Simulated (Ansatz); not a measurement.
Energy difference R1 + R2 → P1 + P2, each structure at its B3LYP-D3(BJ)/def2-TZVP stationary point, reached from a drawn start (curvature not checked).
P1: F atom, charge 0, multiplicity 2.
P2, H2O (SMILES O) (charge 0, multiplicity 1):
| atom | x (Å) | y (Å) | z (Å) |
|---|---|---|---|
| O | 0.0000 | 0.0000 | 0.3896 |
| H | 0.0000 | 0.7650 | -0.1949 |
| H | 0.0000 | -0.7650 | -0.1949 |
R1, OH (SMILES [OH]) (charge 0, multiplicity 2):
```csv
atom,x (Å),y (Å),z (Å)
O,0.0000,0.0000,0.4884
H,0.0000,0.0000,-0.4884
```
R2: HF (SMILES F), charge 0, multiplicity 1.

P less R. No zero-point or thermal terms; singlets are restricted closed shells; open shells are unrestricted; no spin–orbit coupling.

Cores are frozen in the correlated methods. CBS(a, b) extrapolates the correlation energy as X⁻³ and adds the Hartree–Fock energy of set b.

Programs: Ansatz (Gaussian basis) for Hartree–Fock, density functionals and correlated methods. All values are computed, each at the level named.

PBE/def2-TZVPP gives 17.29 kcal/mol for the reaction energy.

Problem. Predict the shift from PBE, with its sign, for: r2SCAN/def2-TZVPP, PBE0/def2-TZVPP, wB97M-V/def2-TZVPP, B2PLYP/def2-TZVPP, MP2/CBS(cc-pVTZ, cc-pVQZ), CCSD(T)/CBS(cc-pVTZ, cc-pVQZ).

Solution. r2SCAN/def2-TZVPP -0.72; PBE0/def2-TZVPP -2.11; wB97M-V/def2-TZVPP -2.32; B2PLYP/def2-TZVPP -1.81; MP2/CBS(cc-pVTZ, cc-pVQZ) -0.69; CCSD(T)/CBS(cc-pVTZ, cc-pVQZ) -1.40 kcal/mol. 0 of 6 lie above PBE; the widest gap is to wB97M-V/def2-TZVPP.

Ansatz is a program for electronic structure.
